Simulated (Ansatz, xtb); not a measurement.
**CH3GaS: which of two structures lies lower**

Structure X: `C[S][Ga]`, a singlet. Structure Y: a singlet given by its coordinates. Both are isolated molecules in the gas phase, relaxed with BLYP-D3(BJ)/def2-SVP.

X (Å):

```xyz
6

C    -1.1641   -0.1671   -0.4157
Ga   -0.8560    2.7488   -1.3730
S    -0.6418    0.5284   -2.0643
H    -2.0686   -0.7881   -0.5540
H    -0.3466   -0.7915   -0.0099
H    -1.3994    0.6220    0.3337
```

Y (Å):

```xyz
6

C    -1.1372   -1.4500   -1.2511
Ga    0.3544   -0.1863   -1.5009
S     1.9017    1.1245   -1.7601
H    -2.0974   -0.9101   -1.3580
H    -1.0736   -2.2484   -2.0148
H    -1.0738   -1.8974   -0.2407
```

Close contacts (Å): C1–Ga2 1.97, Ga2–S3 2.04, C1–H4 1.11, C1–H5 1.11, C1–H6 1.11.

Quicker runs give these differences E(Y) − E(X): GFN2-xTB +46.3 kJ/mol; HF/STO-3G −113.9 kJ/mol (at GFN2-xTB geometries); r2SCAN-D4/def2-SVP −28.2 kJ/mol (at GFN2-xTB geometries).

Problem. Estimate which is lower in electronic energy at CCSD(T)/def2-TZVPP, and by roughly how much.

Solution. The CCSD(T)/def2-TZVPP calculation puts structure Y lower, by 34.2 kJ/mol.

Level by level:

```json
{"level": "GFN2-xTB", "geometry": "GFN2-xTB", "E(Y) − E(X) (kJ/mol)": "+46.3", "departure from the last row (kJ/mol)": "+80.5", "job, with rough time for the two": "optimisation, 0.16 s"}
{"level": "HF/STO-3G", "geometry": "GFN2-xTB", "E(Y) − E(X) (kJ/mol)": "−113.9", "departure from the last row (kJ/mol)": "−79.7", "job, with rough time for the two": "single point, 0.7 s"}
{"level": "r2SCAN-D4/def2-SVP", "geometry": "GFN2-xTB", "E(Y) − E(X) (kJ/mol)": "−28.2", "departure from the last row (kJ/mol)": "+6.1", "job, with rough time for the two": "single point, 2.4 s"}
{"level": "BLYP-D3(BJ)/def2-SVP", "geometry": "BLYP-D3(BJ)/def2-SVP", "E(Y) − E(X) (kJ/mol)": "−3.1", "departure from the last row (kJ/mol)": "+31.1", "job, with rough time for the two": "optimisation, 17 s"}
{"level": "HF/def2-TZVPP", "geometry": "BLYP-D3(BJ)/def2-SVP", "E(Y) − E(X) (kJ/mol)": "−14.1", "departure from the last row (kJ/mol)": "+20.2", "job, with rough time for the two": "part of the CCSD(T) run"}
{"level": "MP2/def2-TZVPP", "geometry": "BLYP-D3(BJ)/def2-SVP", "E(Y) − E(X) (kJ/mol)": "−47.5", "departure from the last row (kJ/mol)": "−13.3", "job, with rough time for the two": "part of the CCSD(T) run"}
{"level": "CCSD(T)/def2-TZVPP", "geometry": "BLYP-D3(BJ)/def2-SVP", "E(Y) − E(X) (kJ/mol)": "−34.2", "departure from the last row (kJ/mol)": "", "job, with rough time for the two": "single point, 64 s"}
```

GFN2-xTB puts the two in the other order. The largest departure from CCSD(T)/def2-TZVPP is that of GFN2-xTB, 80.5 kJ/mol.

With harmonic frequencies from BLYP-D3(BJ)/def2-SVP (ideal gas, rigid rotor, one conformer each, 298.15 K, 1 atm): on the last row, ΔE + ΔZPE = −36.5, ΔH = −36.4, ΔG = −30.6 kJ/mol.

The correlated steps freeze 15 core orbitals; the filled d shell of Ga is correlated, in a basis made for valence electrons. Codes used: Ansatz 0.2.0, xtb 6.7.1; the last row on 2 threads of Arm Neoverse V1 on a shared host.
